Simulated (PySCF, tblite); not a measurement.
Species: C4H7N3O2Si.
Numbering: `[CH3:1][c:2]1[n:3][cH:4][n:5][n:6][c:7]1[O:8][SiH2:9][OH:10]` (hydrogens: H11, H12, H13 on C1; H14 on C4; H15, H16 on Si9; H17 on O10)

Geometry (GFN2-xTB, Å), atoms numbered from 1 in this order:
```
atom  x, y, z in Å
C1    -1.2286   -2.0628   -0.1946
C2    -1.2142   -0.5827   -0.0649
N3    -2.3432    0.0769    0.0549
C4    -2.2533    1.4054    0.1724
N5    -1.1449    2.0977    0.1856
N6    -0.0011    1.4630    0.0655
C7     0.0111    0.1478   -0.0628
O8     1.1555   -0.4887   -0.1758
Si9    2.6954    0.1605   -0.1097
O10    2.7293    1.5519    0.7005
H11   -2.2435   -2.4316   -0.0803
H12   -0.5769   -2.5039    0.5577
H13   -0.8401   -2.3487   -1.1715
H14   -3.1786    1.9543    0.2689
H15    3.0956    0.3074   -1.5036
H16    3.3841   -0.8460    0.6757
H17    1.9462    2.1118    0.6721
```

Computed, not measured: PBE0/pcSseg-1 in PySCF (dipole) on a GFN2-xTB geometry, gas phase.

Masses are those of the commonest isotopes; rigid-rotor values at the optimised geometry. The values belong to one conformer with, in the numbering `[CH3:1][c:2]1[n:3][cH:4][n:5][n:6][c:7]1[O:8][SiH2:9][OH:10]`, N6–C7–O8–Si9 3°, C7–O8–Si9–O10 24°, O8–Si9–O10–H -31°.

Give the principal moments of inertia and the rotational constants in GHz.

Ia = 233.38, Ib = 581.85, Ic = 796.11 u·Å²; 505379 MHz·u·Å²/I gives 2166, 868.6 and 634.8 MHz, that is A = 2.1655, B = 0.8686, C = 0.6348 GHz.

What kind of rotor is it?

An asymmetric top: κ = (2 × 868.6 − 2166 − 634.8)/(2166 − 634.8) = -0.69.

What does the inertial defect say?

Not planar: Δ = Ic − Ia − Ib = -19.11 u·Å². For a rigid frame Δ = −2 Σ m c², so Σ m c² = 9.56 u·Å² lies off the ab plane: 4.78 from hydrogen and 4.78 from heavier atoms. The atom farthest from that plane is 1.56 Å away.

Give the other two planar moments, Paa and Pbb, and the rms extents of the mass along the axes.

Paa = Σ m a² = (Ib + Ic − Ia)/2 = 572.29 and Pbb = Σ m b² = (Ia + Ic − Ib)/2 = 223.82 u·Å². With the mass M = 157.03 u, the rms extents √(P/M) along a, b and c are 1.91, 1.19, 0.25 Å.

Where do the levels up to J = 5 lie, in MHz?

Above 0(0,0):
J = 1: 1(0,1) 1503, 1(1,1) 2800, 1(1,0) 3034
J = 2: 2(0,2) 4481, 2(1,2) 5573, 2(1,1) 6275, 2(2,1) 10165, 2(2,0) 10194
J = 3: 3(0,3) 8879, 3(1,3) 9716, 3(1,2) 11116, 3(2,2) 14676, 3(2,1) 14817, 3(3,1) 21762, 3(3,0) 21764
J = 4: 4(0,4) 14627, 4(1,4) 15210, 4(1,3) 17532, 4(2,3) 20667, 4(2,2) 21073, 4(3,2) 27827, 4(3,1) 27842, 4(4,1) 37678, 4(4,0) 37678
J = 5: 5(0,5) 21665, 5(1,5) 22038, 5(1,4) 25483, 5(2,4) 28119, 5(2,3) 29004, 5(3,3) 35421, 5(3,2) 35483, 5(4,2) 45258, 5(4,1) 45260, 5(5,1) 57924, 5(5,0) 57924
The levels of one J sum to (2J + 1)J(J + 1)(A + B + C)/3.

Which types of transition are allowed, and where do some lines up to J = 5 fall?

The dipole components are |μa| = 0.65 D, |μb| = 2.46 D, |μc| = 0.33 D. The squared components, which scale the intensities, stand as 0.07 : 1.00 : 0.02 (a : b : c). Some lines, for components of 0.1 D or more:

| type | branch | J(Ka,Kc) | MHz | lower level (cm⁻¹) |
| --- | --- | --- | --- | --- |
| c | Q | 5(1,5) ← 5(0,5) | 373 | 0.723 |
| a | Q | 4(2,2) ← 4(2,3) | 407 | 0.689 |
| c | Q | 2(1,2) ← 2(0,2) | 1092 | 0.149 |
| b | R | 5(2,3) ← 4(3,2) | 1177 | 0.928 |
| c | Q | 1(1,1) ← 1(0,1) | 1297 | 0.050 |
| b | R | 2(0,2) ← 1(1,1) | 1681 | 0.093 |
| a | R | 2(1,2) ← 1(1,1) | 2773 | 0.093 |
| b | R | 4(1,3) ← 3(2,2) | 2857 | 0.490 |
| a | R | 2(0,2) ← 1(0,1) | 2978 | 0.050 |
| b | R | 5(1,4) ← 4(2,3) | 4816 | 0.689 |
| a | R | 4(1,4) ← 3(1,3) | 5494 | 0.324 |
| a | R | 4(2,3) ← 3(2,2) | 5991 | 0.490 |
| c | R | 3(1,2) ← 2(0,2) | 6635 | 0.149 |
| a | R | 5(1,5) ← 4(1,4) | 6827 | 0.507 |
| c | Q | 3(3,1) ← 3(2,1) | 6945 | 0.494 |
| b | Q | 3(3,0) ← 3(2,1) | 6947 | 0.494 |
| c | R | 2(2,0) ← 1(1,0) | 7160 | 0.101 |
| c | R | 2(2,1) ← 1(1,1) | 7365 | 0.093 |
| a | R | 5(4,1) ← 4(4,0) | 7582 | 1.257 |
| c | R | 3(2,1) ← 2(1,1) | 8542 | 0.209 |
| b | Q | 5(4,1) ← 5(3,2) | 9777 | 1.184 |
| b | Q | 4(4,0) ← 4(3,1) | 9835 | 0.929 |
| b | R | 3(3,1) ← 2(2,0) | 11567 | 0.340 |
| c | R | 5(2,4) ← 4(1,4) | 12909 | 0.507 |
| b | R | 4(3,1) ← 3(2,2) | 13167 | 0.490 |
| b | R | 5(2,3) ← 4(1,4) | 13794 | 0.507 |
| c | R | 4(4,0) ← 3(3,0) | 15914 | 0.726 |
| b | R | 5(5,0) ← 4(4,1) | 20246 | 1.257 |

Estimate the classical rotational partition function at 25 K, 298.15 K and 500 K.

Point group C1, symmetry number σ = 1; q = (√π/σ)·√((kT/h)³/(ABC)), k/h = 20836.6 MHz/K: 19300 at 25 K, 794000 at 298.15 K, 1720000 at 500 K.

Its GFN2-xTB frequencies are all real (lowest 17 cm⁻¹). These are rigid-rotor constants of the computed structure; measured ground-state constants (B0) also hold zero-point vibration. A rigid rotor knows nothing of internal rotation, which can split or shift real lines. Quadrupole hyperfine structure (14N) is left out.
